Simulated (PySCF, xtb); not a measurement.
Si(F)(H)(SiH3)2 (FH7Si3), SMILES [SiH]([SiH3])(F)[SiH3].

Harmonic wavenumbers (cm⁻¹) from GFN2-xTB (xtb 6.7.1) at its own minimum, in rising order: 31, 36, 90, 158, 159, 380, 402, 422, 447, 463, 512, 600, 684, 753, 773, 799, 803, 810, 815, 826, 2163, 2223, 2224, 2232, 2235, 2238, 2240.

Problem. What does PBE-D3(BJ)/def2-SVP run with PySCF give at its own minimum? (The exact figures need the calculation; the answer reports its results.)

Solution. 86, 89, 100, 151, 154, 360, 399, 412, 500, 509, 536, 695, 774, 822, 825, 859, 893, 896, 897, 906, 2133, 2147, 2151, 2165, 2167, 2171, 2173. Paired by order, the mean absolute difference is 53 cm⁻¹ and the zero-point energies are 36.5 and 37.1 kcal/mol.
